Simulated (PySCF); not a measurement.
C$_{5}$H$_{12}$O$_{3}$Si, charge +1, doublet, at a GFN2-xTB geometry (a state made from the parent by changing its charge; the spin is typed, not shown lowest); PBE0/STO-3G in PySCF.

PySCF was given this input:
```python
from pyscf import gto, scf, dft

mol = gto.Mole()
mol.atom = '''
    C     1.172432   -1.761188   -1.729717
    C     0.063696   -1.143886   -1.446725
    Si   -0.117239    0.105218    0.090620
    O     0.213313    1.528129   -0.551984
    C     1.361975    2.276336   -0.860513
    O     0.963479   -0.391572    1.153374
    C     1.012964   -1.347268    2.184621
    O    -1.624245   -0.053928    0.579382
    C    -2.886113    0.443347    0.207312
    H     2.086887   -1.671797   -1.163093
    H     1.237750   -2.428700   -2.584043
    H    -0.861368   -1.207984   -1.997243
    H     1.060534    3.325963   -0.874477
    H     2.143328    2.126504   -0.117458
    H     1.727006    2.003522   -1.852569
    H     0.073321   -1.384695    2.732572
    H     1.821493   -1.047637    2.854321
    H     1.242449   -2.330986    1.770572
    H    -2.812323    1.453936   -0.190478
    H    -3.505201    0.444020    1.106759
    H    -3.342634   -0.220270   -0.529585
'''
mol.basis = 'sto-3g'
mol.charge = 1
mol.spin = 1
mol.verbose = 4
mol.symmetry = True
mol.build()

mf = dft.UKS(mol)
mf.xc = 'pbe0'
mf.kernel()
mf.analyze()
```

Q: What does PySCF print? Leave out banner, timings and long lists.

A: 
```
PySCF version 2.14.0

[INPUT] verbose = 4
[INPUT] num. atoms = 21
[INPUT] num. electrons = 79
[INPUT] charge = 1
[INPUT] spin (= nelec alpha-beta = 2S) = 1
[INPUT] symmetry True subgroup None
[INPUT] Mole.unit = angstrom
[INPUT] Symbol           X                Y                Z      unit          X                Y                Z       unit  Magmom
[...]
nuclear repulsion = 588.589619950771
point group symmetry = C1
symmetry origin: [0. 0. 0.]
symmetry axis x: [1. 0. 0.]
symmetry axis y: [0. 1. 0.]
symmetry axis z: [0. 0. 1.]
num. orbitals of irrep A = 61
number of shells = 41
number of NR pGTOs = 183
number of NR cGTOs = 61
basis = sto-3g
ecp = {}

******** <class 'pyscf.dft.uks.UKS'> ********
method = UKS
initial guess = minao
damping factor = 0
level_shift factor = 0
DIIS = <class 'pyscf.scf.diis.CDIIS'>
diis_start_cycle = 1
diis_space = 8
diis_damp = 0
SCF conv_tol = 1e-09
SCF conv_tol_grad = None
SCF max_cycles = 50
direct_scf = True
direct_scf_tol = 1e-13
number electrons alpha = 40  beta = 39
XC library pyscf.dft.libxc version 7.1.2
    S. Lehtola, C. Steigemann, M. J. T. Oliveira, and M. A. L. Marques,  SoftwareX 7, 1–5 (2018)
XC functionals = pbe0
    C. Adamo and V. Barone,  J. Chem. Phys. 110, 6158 (1999)
    M. Ernzerhof and G. E. Scuseria,  J. Chem. Phys. 110, 5029 (1999)
radial grids:
    Treutler-Ahlrichs [JCP 102, 346 (1995); DOI:10.1063/1.469408] (M4) radial grids

becke partition: Becke, JCP 88, 2547 (1988); DOI:10.1063/1.454033
pruning grids: <function nwchem_prune>
grids dens level: 3
symmetrized grids: True
atomic radii adjust function: <function treutler_atomic_radii_adjust>
small_rho_cutoff = 0
Set gradient conv threshold to 3.16228e-05
tot grids = 249712
init E= -704.683605940037

cycle= 1 E= -703.035204854006  delta_E= 1.65  |g|= 0.554  |ddm|= 4.02
cycle= 2 E= -702.809452952165  delta_E= 0.226  |g|= 0.821  |ddm|=  2.2
cycle= 3 E= -703.177526363879  delta_E= -0.368  |g|= 0.372  |ddm|= 1.86
cycle= 4 E= -703.261737628931  delta_E= -0.0842  |g|= 0.115  |ddm|= 0.838
cycle= 5 E= -703.26893889798  delta_E= -0.0072  |g|= 0.0709  |ddm|= 0.33
cycle= 6 E= -703.271759555476  delta_E= -0.00282  |g|= 0.0335  |ddm|= 0.173
cycle= 7 E= -703.272455933802  delta_E= -0.000696  |g|= 0.0141  |ddm|= 0.0782
cycle= 8 E= -703.272606280145  delta_E= -0.00015  |g|= 0.00552  |ddm|= 0.0298
cycle= 9 E= -703.272658266174  delta_E= -5.2e-05  |g|= 0.00123  |ddm|= 0.023
cycle= 10 E= -703.272665437068  delta_E= -7.17e-06  |g|= 0.000763  |ddm|= 0.00783
[...]
converged SCF energy = -703.272669412992  <S^2> = 0.75993581  2S+1 = 2.0099113
Total Energy =                        -703.272669412991604
[...]
spin_pop of  20 H 1s        0.00963
 ** Mulliken Spin Density (per atom)  **
spin density of  0 C =     -0.06202
spin density of  1 C =      0.35872
spin density of  2 Si =     -0.08550
spin density of  3 O =      0.25751
spin density of  4 C =     -0.01042
spin density of  5 O =      0.21657
spin density of  6 C =     -0.00906
spin density of  7 O =      0.20945
spin density of  8 C =     -0.00866
spin density of  9 H =      0.01582
spin density of  10 H =      0.03303
spin density of  11 H =      0.01096
spin density of  12 H =      0.01464
spin density of  13 H =      0.00001
spin density of  14 H =      0.01291
spin density of  15 H =      0.00001
spin density of  16 H =      0.01235
spin density of  17 H =      0.01077
spin density of  18 H =      0.00015
spin density of  19 H =      0.01314
spin density of  20 H =      0.00963
 ** Mulliken pop alpha/beta on meta-lowdin orthogonal AOs **
 ** Mulliken pop       alpha | beta **
In total            40.00000 | 39.00000
 ** Mulliken atomic charges   ( Nelec_alpha | Nelec_beta ) **
charge of  0C =     -0.07508  (     3.00653      3.06855 )
charge of  1C =     -0.13602  (     3.24737      2.88865 )
charge of  2Si =      0.94073  (     6.48689      6.57238 )
charge of  3O =     -0.19173  (     4.22462      3.96711 )
charge of  4C =     -0.04260  (     3.01609      3.02651 )
charge of  5O =     -0.20620  (     4.21139      3.99481 )
charge of  6C =     -0.04294  (     3.01694      3.02600 )
charge of  7O =     -0.20719  (     4.20832      3.99887 )
charge of  8C =     -0.04294  (     3.01714      3.02580 )
charge of  9H =      0.08338  (     0.46622      0.45040 )
charge of  10H =      0.10204  (     0.46549      0.43246 )
charge of  11H =      0.08996  (     0.46050      0.44954 )
charge of  12H =      0.09340  (     0.46062      0.44598 )
charge of  13H =      0.07134  (     0.46433      0.46433 )
charge of  14H =      0.08281  (     0.46505      0.45214 )
charge of  15H =      0.07123  (     0.46439      0.46438 )
charge of  16H =      0.09081  (     0.46077      0.44842 )
charge of  17H =      0.07869  (     0.46604      0.45527 )
charge of  18H =      0.07014  (     0.46501      0.46485 )
charge of  19H =      0.09129  (     0.46093      0.44778 )
charge of  20H =      0.07887  (     0.46538      0.45575 )

WARN: System has nonzero charge 1; the dipole moment is origin-dependent.
Location of origin: [0. 0. 0.]

Dipole moment(X, Y, Z, Debye):  0.07165,  0.10878, -0.19783
```
